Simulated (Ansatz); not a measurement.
Ansatz (a first-principles code) input (HF/6-31G*):

Ansatz 0.2 input:
```yaml
crystal:
  periodic: [false, false, false]
  atoms:
    - {symbol: C, position_ang: [2.01116647, -0.14116608, 0.71674298]}
    - {symbol: C, position_ang: [1.15883453, -0.33527093, -0.33786334]}
    - {symbol: C, position_ang: [0.13229414, 0.46972550, -0.86666829]}
    - {symbol: C, position_ang: [-1.15292901, 0.53841472, -0.52702235]}
    - {symbol: C, position_ang: [-1.85067398, -0.27528177, 0.55290036]}
    - {symbol: H, position_ang: [2.85268462, -0.80350910, 0.88741236]}
    - {symbol: H, position_ang: [1.92767184, 0.72969003, 1.35854973]}
    - {symbol: H, position_ang: [1.37008135, -1.22551488, -0.94347189]}
    - {symbol: H, position_ang: [-1.83038786, 1.22947215, -1.04684084]}
    - {symbol: H, position_ang: [-2.36518297, 0.36225888, 1.28750256]}
    - {symbol: H, position_ang: [-2.62119744, -0.94214988, 0.13588835]}
    - {symbol: H, position_ang: [-1.12582231, -0.88877581, 1.09242370]}
basis:
  gaussian:
    orbitals: 6-31G*
hamiltonian:
  xc: {name: HF}
total_charge: -1
relax: {f_tol: 0.003, max_steps: 120}
```

Output:

```
Functional definition: HF
integrals: 0.04 GiB planned
1060 factors; integrals over basis functions are off by at most 3.4e-4 eV
mean field: 0.24 GiB planned
mean field evaluation 1: about -5256.7342 eV, gradient 2.6e1 eV
mean field evaluation 2: about -5256.8122 eV, gradient 2.6e1 eV
mean field evaluation 4: about -5259.1583 eV, gradient 3.8e0 eV
mean field evaluation 8: about -5259.2081 eV, gradient 1.4e-1 eV
mean field -5259.20821510 eV, -193.2723370856 hartree, gradient 1.9e-5 eV, S^2 0.000000; 0 other end points of the search recorded, 0 dependent functions left out
the calculation of the forces begins
reference -5259.20821510 eV, -193.2723370856 hartree; 19, 19 occupied and 70, 70 virtual orbitals, 1060 factors
relax step   1: F+E_penalty+E_count = -5259.20821510 eV  Δ(F+E_penalty+E_count) = +0.000e0 eV  max|allowed force component| = 8.693e-1 eV/Å  Δτ_max = 0.0000 Å  (38 SCF iters, accepted)
these checks for a lower state are left out or cut short: starts, cluster_reference, orbital_swaps, neighbouring_geometries, increment
integrals: 0.04 GiB planned
1060 factors; integrals over basis functions are off by at most 3.3e-4 eV
mean field: 0.24 GiB planned
mean field evaluation 16: about -5259.2330 eV, gradient 2.6e-4 eV
mean field -5259.23300448 eV, -193.2732480785 hartree, gradient 2.2e-5 eV, S^2 0.000000; 0 other end points of the search recorded, 0 dependent functions left out
the calculation of the forces begins
reference -5259.23300448 eV, -193.2732480785 hartree; 19, 19 occupied and 70, 70 virtual orbitals, 1060 factors
relax step   2: F+E_penalty+E_count = -5259.23300448 eV  Δ(F+E_penalty+E_count) = -2.479e-2 eV  max|allowed force component| = 4.757e-1 eV/Å  Δτ_max = 0.0715 Å  (36 SCF iters, accepted)
these checks for a lower state are left out or cut short: starts, cluster_reference, orbital_swaps, neighbouring_geometries, increment
integrals: 0.04 GiB planned
1060 factors; integrals over basis functions are off by at most 3.3e-4 eV
mean field: 0.24 GiB planned
mean field -5259.24424232 eV, -193.2736610613 hartree, gradient 1.8e-5 eV, S^2 0.000000; 0 other end points of the search recorded, 0 dependent functions left out
the calculation of the forces begins
reference -5259.24424232 eV, -193.2736610613 hartree; 19, 19 occupied and 70, 70 virtual orbitals, 1060 factors
relax step   3: F+E_penalty+E_count = -5259.24424232 eV  Δ(F+E_penalty+E_count) = -1.124e-2 eV  max|allowed force component| = 2.047e-1 eV/Å  Δτ_max = 0.0435 Å  (35 SCF iters, accepted)
these checks for a lower state are left out or cut short: starts, cluster_reference, orbital_swaps, neighbouring_geometries, increment
integrals: 0.04 GiB planned
1060 factors; integrals over basis functions are off by at most 3.3e-4 eV
mean field: 0.24 GiB planned
mean field evaluation 32: about -5259.2494 eV, gradient 1.2e-5 eV
mean field -5259.24935902 eV, -193.2738490968 hartree, gradient 1.7e-5 eV, S^2 0.000000; 0 other end points of the search recorded, 0 dependent functions left out
the calculation of the forces begins
reference -5259.24935902 eV, -193.2738490968 hartree; 19, 19 occupied and 70, 70 virtual orbitals, 1060 factors
relax step   4: F+E_penalty+E_count = -5259.24935902 eV  Δ(F+E_penalty+E_count) = -5.117e-3 eV  max|allowed force component| = 1.344e-1 eV/Å  Δτ_max = 0.0341 Å  (36 SCF iters, accepted)
these checks for a lower state are left out or cut short: starts, cluster_reference, orbital_swaps, neighbouring_geometries, increment
integrals: 0.04 GiB planned
1060 factors; integrals over basis functions are off by at most 3.3e-4 eV
mean field: 0.24 GiB planned
mean field -5259.25149641 eV, -193.2739276443 hartree, gradient 1.6e-5 eV, S^2 0.000000; 0 other end points of the search recorded, 0 dependent functions left out
the calculation of the forces begins
reference -5259.25149641 eV, -193.2739276443 hartree; 19, 19 occupied and 70, 70 virtual orbitals, 1060 factors
relax step   5: F+E_penalty+E_count = -5259.25149641 eV  Δ(F+E_penalty+E_count) = -2.137e-3 eV  max|allowed force component| = 5.331e-2 eV/Å  Δτ_max = 0.0378 Å  (36 SCF iters, accepted)
these checks for a lower state are left out or cut short: starts, cluster_reference, orbital_swaps, neighbouring_geometries, increment
integrals: 0.04 GiB planned
1060 factors; integrals over basis functions are off by at most 3.3e-4 eV
mean field: 0.24 GiB planned
mean field -5259.25178100 eV, -193.2739381030 hartree, gradient 9.6e-6 eV, S^2 0.000000; 0 other end points of the search recorded, 0 dependent functions left out
the calculation of the forces begins
reference -5259.25178100 eV, -193.2739381030 hartree; 19, 19 occupied and 70, 70 virtual orbitals, 1060 factors
relax step   6: F+E_penalty+E_count = -5259.25178100 eV  Δ(F+E_penalty+E_count) = -2.846e-4 eV  max|allowed force component| = 2.085e-2 eV/Å  Δτ_max = 0.0107 Å  (30 SCF iters, accepted)
these checks for a lower state are left out or cut short: starts, cluster_reference, orbital_swaps, neighbouring_geometries, increment
integrals: 0.04 GiB planned
1060 factors; integrals over basis functions are off by at most 3.3e-4 eV
mean field: 0.24 GiB planned
mean field -5259.25184252 eV, -193.2739403637 hartree, gradient 2.5e-5 eV, S^2 0.000000; 0 other end points of the search recorded, 0 dependent functions left out
the calculation of the forces begins
reference -5259.25184252 eV, -193.2739403637 hartree; 19, 19 occupied and 70, 70 virtual orbitals, 1060 factors
relax step   7: F+E_penalty+E_count = -5259.25184252 eV  Δ(F+E_penalty+E_count) = -6.152e-5 eV  max|allowed force component| = 6.570e-3 eV/Å  Δτ_max = 0.0030 Å  (26 SCF iters, accepted)
these checks for a lower state are left out or cut short: starts, cluster_reference, orbital_swaps, neighbouring_geometries, increment
integrals: 0.04 GiB planned
1060 factors; integrals over basis functions are off by at most 3.3e-4 eV
mean field: 0.24 GiB planned
mean field -5259.25185107 eV, -193.2739406778 hartree, gradient 7.2e-5 eV, S^2 0.000000; 0 other end points of the search recorded, 0 dependent functions left out
the calculation of the forces begins
reference -5259.25185107 eV, -193.2739406778 hartree; 19, 19 occupied and 70, 70 virtual orbitals, 1060 factors
relax step   8: F+E_penalty+E_count = -5259.25185107 eV  Δ(F+E_penalty+E_count) = -8.547e-6 eV  max|allowed force component| = 2.584e-3 eV/Å  Δτ_max = 0.0017 Å  (24 SCF iters, accepted)
integrals: 0.04 GiB planned
1060 factors; integrals over basis functions are off by at most 3.3e-4 eV
mean field: 0.24 GiB planned
mean field evaluation 64: about -5259.2506 eV, gradient 3.2e-1 eV
mean field -5259.25185107 eV, -193.2739406778 hartree, gradient 7.2e-5 eV, S^2 0.000000; 1 other end points of the search recorded, 0 dependent functions left out
the calculation of the forces begins
reference -5259.25185107 eV, -193.2739406778 hartree; 19, 19 occupied and 70, 70 virtual orbitals, 1060 factors
Total energy: -5259.25185107 eV, -193.2739406778 hartree
Atom 0 at     1.939467    -0.153890     0.714258 Å, force     0.001256    -0.001378     0.001530 eV/Å
Atom 1 at     1.148642    -0.327409    -0.361597 Å, force     0.000451    -0.002315    -0.001420 eV/Å
Atom 2 at     0.140276     0.517378    -0.949010 Å, force     0.001111     0.000356     0.000120 eV/Å
Atom 3 at    -1.129110     0.539972    -0.542002 Å, force    -0.002584     0.001138     0.000609 eV/Å
Atom 4 at    -1.791204    -0.269949     0.565412 Å, force     0.000377    -0.000587     0.000786 eV/Å
Atom 5 at     2.756199    -0.826312     0.931477 Å, force    -0.000836     0.001097     0.000272 eV/Å
Atom 6 at     1.821595     0.692314     1.373282 Å, force    -0.000446     0.000481    -0.000837 eV/Å
Atom 7 at     1.380188    -1.204345    -0.964977 Å, force     0.000606     0.001042    -0.000190 eV/Å
Atom 8 at    -1.839384     1.201638    -1.042811 Å, force     0.000117    -0.000698    -0.000008 eV/Å
Atom 9 at    -2.296695     0.366627     1.299276 Å, force     0.000362     0.000417     0.000019 eV/Å
Atom 10 at    -2.560932    -0.949879     0.182525 Å, force    -0.000345     0.000416    -0.000266 eV/Å
Atom 11 at    -1.062503    -0.868253     1.103722 Å, force    -0.000070     0.000030    -0.000614 eV/Å
Dipole moment:    -0.226723    -0.432618     0.431496 e Å
```

The dipole moment of an ion depends on the origin.

The geometry given is a B3LYP-D3(BJ)/def2-TZVP minimum.
